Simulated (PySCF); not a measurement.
## C5H16AlNO: full NMR table

```yaml
Formula: C5H16AlNO
SMILES: CO[CH2][AlH2-][N+](C)(C)C
InChI: InChI=1S/C3H9N.C2H5O.Al.2H/c1-4(2)3;1-3-2;;;/h1-3H3;1H2,2H3;;;
Point_group_of_the_computed_structure: C1
Carbon_signals: 3
Proton_signals: 4
```

Structure with atom numbers: `[CH3:1][O:2][CH2:3][AlH2-:4][N+:5]([CH3:6])([CH3:7])[CH3:8]` (H(Xn): hydrogen on atom n).

Theoretical values (PySCF): geometry: PBE0-D3(BJ)/def2-SVP, shielding tensors at KT2/pcSseg-1 (GIAO). One conformer, isolated molecule, averaged over atoms made equivalent by symmetry, fast rotation or ring inversion, no relativistic terms.

Referencing at the same level of theory: 1H and 13C against TMS; NH3 for 15N; 17O vs H2O; AlH4- for 27Al.

| carbon | δC, type | δH (multiplicity) | HMBC from (2–3 bonds) | span of the C tensor (ppm) |
| --- | --- | --- | --- | --- |
| C1 | 67.1, CH3 | 3.23 (s) | H(C3) | 99 |
| C3 | 65.0, CH2 | 2.90 (t) | H(Al4), H(C1) | 116 |
| C6/C7/C8 | 49.1, CH3 | 2.36 (s) | H(Al4), H(C6)/H(C7)/H(C8) | 73 |

Other nuclei:
| atoms | nucleus | environment | δ (ppm) | σ (ppm) |
| --- | --- | --- | --- | --- |
| H(Al4) | 1H | hydrogen on an aluminium bonded to C, N | 4.13 | 27.05 |
| N5 | 15N | donor nitrogen of a Lewis adduct | 51.4 | 212.9 |
| O2 | 17O | ether oxygen | 5.3 | 325.4 |
| Al4 | 27Al | aluminium bonded to C, N, 2 H | 85.3 | 412.4 |

- δC 67.1: methyl carbon bonded to O; pulled downfield by the heteroatom.
- δC 65.0: sp3 CH2 bonded to Al and O; the inductive effect lowers its shielding.
- δC 49.1: methyl carbon bonded to N; pulled downfield by the heteroatom.
- δH 3.23: hydrogen on a methyl carbon bonded to O; its carbon carries O, which withdraws density.
- δH 2.90: hydrogen on an sp3 CH2 bonded to Al and O; its carbon carries O, an electronegative neighbour.

Hydrides on Al or Ga are broadened by the quadrupolar metal nucleus. Shifts are as computed. Against solution values, carbons near 30 ppm lie about +2 ppm off and those near 130 ppm about -5 ppm. Of 1309 compounds with measured shifts, 239 miss one by over three times the rms of a fit or turn the order of signals round; such compounds aren't used in these exercises. Experimental scales use liquid or dissolved standards, which lie at an offset from isolated NH3 (liquid NH3: subtract about 20 ppm) and H2O (liquid H2O: subtract about 36 ppm). No couplings were computed; multiplicities are counted from neighbouring protons, with m where these are inequivalent, close in shift, in a saturated or five-membered ring or joined by F or P, and br s for small geminal =CH2 splittings.
